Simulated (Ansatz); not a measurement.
One change: `[SiH3][S][SnH3]` becomes `[AlH2][S][SiH3]`.

Ansatz, PBE0-D4/def2-TZVP geometries, multiplicity 1. 

Elements past krypton have def2 core potentials.

```json
{"property": "HOMO–LUMO gap (ωB97M-V/def2-TZVPP) / eV", "`[SiH3][S][SnH3]`": "10.31"}
{"property": "HOMO–LUMO gap (PBE0/def2-TZVPP) / eV", "`[SiH3][S][SnH3]`": "6.56"}
{"property": "LUMO energy (B3LYP/def2-TZVPP) / eV", "`[SiH3][S][SnH3]`": "-1.01"}
{"property": "size of the dipole moment (B3LYP/def2-TZVPP) / D", "`[SiH3][S][SnH3]`": "1.40"}
{"property": "LUMO energy (ωB97M-V/def2-TZVPP) / eV", "`[SiH3][S][SnH3]`": "0.84"}
{"property": "LUMO energy (PBE/def2-TZVPP) / eV", "`[SiH3][S][SnH3]`": "-1.59"}
```

**Question.** Give the same properties after the change, and the shifts. (Estimate.)

**Answer.** The calculation gave: 
```tsv
property	`[AlH2][S][SiH3]`	shift
HOMO–LUMO gap (ωB97M-V/def2-TZVPP) / eV	9.96	-0.35
HOMO–LUMO gap (PBE0/def2-TZVPP) / eV	6.19	-0.37
LUMO energy (B3LYP/def2-TZVPP) / eV	-1.77	-0.76
size of the dipole moment (B3LYP/def2-TZVPP) / D	0.81	-0.59
LUMO energy (ωB97M-V/def2-TZVPP) / eV	0.04	-0.80
LUMO energy (PBE/def2-TZVPP) / eV	-2.34	-0.75
```

With PBE0 the HOMO falls by 0.45 eV and the LUMO falls by 0.81 eV, so the gap narrows by about 0.36 eV. PBE moves the HOMO by -0.49 eV and ωB97M-V by -0.45 eV. Dipoles are sizes alone; their direction can turn.

B3LYP here is the variant with VWN-RPA as its local correlation; programs differ in this.
